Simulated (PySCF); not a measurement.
Vertical excitations of a molecule C₂H₆BNO from TDDFT-ωB97X/def2-SVPD in PySCF 2.14.0, as energy in eV (oscillator strength): 6.87 (0.489), 6.98 (0.000), 7.08 (0.010), 7.64 (0.047), 7.72 (0.039), 8.44 (0.032), 8.47 (0.060), 8.59 (0.001), 8.90 (0.004), 9.04 (0.003). Lowest triplet (TDA): 4.07 eV. Geometry optimised at r2SCAN-D4/def2-SVP. The values are those of a single conformer.

Identify the compound among the candidates.
(A) BO.CC#N
(B) C=CB(N)O
(C) NB1COC1
(D) NB1CCO1

B, C=CB(N)O
